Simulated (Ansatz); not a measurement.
Total energies of the cluster Cu2Br from Ansatz at r2SCAN-D4/def2-TZVP, gas phase (1 Eh = 27.2114 eV = 2625.5 kJ/mol). The reference geometry is relaxed at PBE0-D4/def2-TZVP.

| atom | x (Å) | y (Å) | z (Å) |
| --- | --- | --- | --- |
| Cu1 | -0.2102 | -0.7123 | 1.1618 |
| Cu2 | -0.9341 | -0.0596 | -1.0124 |
| Br3 | 1.1443 | 0.7720 | -0.1494 |

```
                 state                      geometry  energy (Eh)
      charge 0 doublet                     reference  -5855.20908
      charge 1 singlet                     reference  -5854.95326
      charge 0 quartet  relaxed at PBE0-D4/def2-TZVP  -5855.12729
free Cu atom (doublet)                             –  -1640.46806
free Br atom (doublet)                             –  -2574.09258
```

**Question.** Work out the vertical ionisation energy to the singlet.

**Answer.** E(charge 1 singlet) − E(charge 0 doublet) = -5854.95326 − (-5855.20908) = 0.25582 Eh = 6.96 eV. For comparison, −ε of the highest occupied level of the spin that leaves is 4.49 eV at this level, 2.47 eV less.

**Question.** Which of the charge 0 states is lowest, and how far above it are the others?

**Answer.** The doublet. quartet: -5855.12729 − (-5855.20908) = 0.08179 Eh = 214.7 kJ/mol.

**Question.** What is the binding energy per atom against free atoms?

**Answer.** Atoms: 2 × (-1640.46806) + 1 × (-2574.09258) = -5855.02870 Eh. Binding: -5855.02870 − (-5855.20908) = 0.18038 Eh = 4.91 eV, or 1.64 eV for each of 3 atoms (no zero-point energy, no counterpoise term).

The structure comes from a short search, and lower isomers may exist.
